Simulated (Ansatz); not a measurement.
`[NH2][AlH][GaH2]` + `[OH][AlH2]` → `[AlH2][O][GaH2]` + `[NH2][AlH2]` at 600 K and 1 bar (cleavage of the Ga–Al bond).

Program: Ansatz. Geometries: PBE0-D4/def2-TZVP. ΔE: electronic, gas phase. CCSD(T)/CBS adds triple-zeta CCSD(T) − MP2 to the extrapolated MP2 energy (def2 sets, frozen cores). This one scheme is used for every species. For Ga outer-core shells are correlated without core-valence functions, which leaves a few kJ/mol of doubt a bond. Scalar relativity is left out up to krypton. One conformer a species, not always the lowest.

```
           species  CCSD(T)/CBS energy (Eh)  H − E (kJ/mol)  S (J/(mol·K))
`[NH2][AlH][GaH2]`              -2223.67811           175.5          420.9
      `[OH][AlH2]`               -319.03157           103.2          300.4
 `[AlH2][O][GaH2]`              -2243.58748           131.4          400.6
     `[NH2][AlH2]`               -299.14566           138.4          304.9
```

H − E and S are ideal-gas, rigid-rotor, harmonic terms from PBE0-D4/def2-TZVP, for one conformer and one mirror image of each species. 1 Eh = 2625.50 kJ/mol, R = 8.31446 J/(mol·K).

**Question.** By hand: ΔE, ΔH, ΔS and ΔG.

**Answer.** ΔE = (-2243.58748) + (-299.14566) − (-2223.67811) − (-319.03157) = -0.02346 Eh = -61.6 kJ/mol. Δ(H − E) = 131.4 + 138.4 − 175.5 − 103.2 = -8.9, so ΔH = -70.5 kJ/mol. ΔS = 400.6 + 304.9 − 420.9 − 300.4 = -15.8 J/(mol·K). ΔG = -70.5 − 600 × (-15.8)/1000 = -61.0 kJ/mol.

**Question.** By hand: the equilibrium constant, and the temperature at which ΔG would vanish if ΔH and ΔS stayed fixed.

**Answer.** log₁₀ K = −ΔG/(RT ln 10) = 5.3. ΔG = 0 at ΔH/ΔS = 4462 K, far beyond where these terms or the molecules hold.

ΔH outweighs TΔS. A doubt of 5 kJ/mol in ΔE shifts log₁₀ K by 0.4 here. Other conformers and mirror images would add mixing entropy, several J/(mol·K) or more a flexible species. Modes under 60 cm⁻¹, often nearly free rotors, make the harmonic entropy too high. These are equilibria of isolated gas molecules and say nothing of rates. Largest T1 diagnostic: 0.015 (customary marks: 0.02 for closed shells, 0.045 for open ones).
